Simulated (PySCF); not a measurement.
CH8N2Si3, SMILES N[Si@@H]1N=C([SiH3])[SiH2]1.

Geometry optimised at B3LYP-D3(BJ)/def2-SVP. The structure was generated by enumeration; whether it is a known compound was not checked. Other conformers were not sampled.

Calculation: M06-2X/def2-TZVP run with PySCF.

Isolated molecule, no solvent.

| Quantity | Result |
|---|---|
| total energy | -1020.84835 hartree |
| highest occupied level | -7.37 eV |
| lowest empty level | -0.36 eV |
| orbital gap | 7.01 eV |
| dipole moment | 1.74 D |
| quadrupole, principal values (traceless, Buckingham form, about the centre of nuclear charge) | -8.33, -0.85, 9.18 D·Å |
| mean static polarisability | 106.7 bohr³ (15.81 Å³) |
| polarisability, principal values | 84.6, 105.1, 130.4 bohr³ |
